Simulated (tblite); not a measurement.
What does the GFN2-xTB structure of `C(/C=N/NCC(C)C)=C` look like in three dimensions?

```
atom  x, y, z in Å
C1     4.5950   -0.2705   -0.5666
C2     3.3720    0.1126   -0.9268
C3     2.3206    0.3990    0.0074
N4     1.1644    0.7480   -0.4079
N5     0.2093    1.0862    0.4468
C6    -1.1478    1.0620   -0.0308
C7    -1.7625   -0.3478   -0.1164
C8    -1.8037   -1.0157    1.2563
C9    -3.1661   -0.2597   -0.7077
H10    5.3622   -0.4846   -1.2897
H11    4.8682   -0.3815    0.4703
H12    3.1058    0.2220   -1.9685
H13    2.5464    0.3083    1.0783
H14    0.3524    0.8740    1.4360
H15   -1.1365    1.5081   -1.0275
H16   -1.7506    1.6885    0.6328
H17   -1.1298   -0.9455   -0.7815
H18   -0.8004   -1.1728    1.6467
H19   -2.3608   -0.4021    1.9625
H20   -2.2896   -1.9862    1.1886
H21   -3.1433    0.2090   -1.6885
H22   -3.8132    0.3282   -0.0597
H23   -3.5967   -1.2527   -0.8122
```

Orientation and origin are arbitrary. Atoms count from 1 in this order. The 2 C–N bonds span 1.277 Å (C3=N4, drawn double) to 1.439 Å (N5–C6, drawn single), a spread of 0.162 Å. N5 (nitrogen bonded to C, N and H) has angles 118.1°, 117.5° and 116.7°, sum 352.3°, 0.20 Å off the plane of its three neighbours. The C–C distances run from 1.331 Å (C1=C2, drawn double) to 1.540 Å (C6–C7, drawn single), a spread of 0.209 Å. Of the pairs four or more bonds apart, H13···H14 is among the closest relative to their van der Waals radii: 2.29 Å, 96 % of the sum of Bondi's values.

Bonds between heavy atoms (Å): C1=C2 1.331, C2–C3 1.435, C3=N4 1.277, N4–N5 1.326, N5–C6 1.439, C6–C7 1.540, C7–C8 1.527, C7–C9 1.526.

Structure optimised with GFN2-xTB, isolated species.

Point group: C1 (no symmetry element, even within 0.4 Å). Its GFN2-xTB frequencies are all real (lowest 35 cm⁻¹). One conformer, not necessarily the lowest (C1–C2–C3–N4 -179°, C3–N4–N5–C6 -161°, N4–N5–C6–C7 78°, N5–C6–C7–C8 61°). 3 starts were optimised and ended at 0.00, 1.12 and 3.58 kcal/mol (GFN2-xTB); the lowest of these is shown.

All values are computed, not measured.
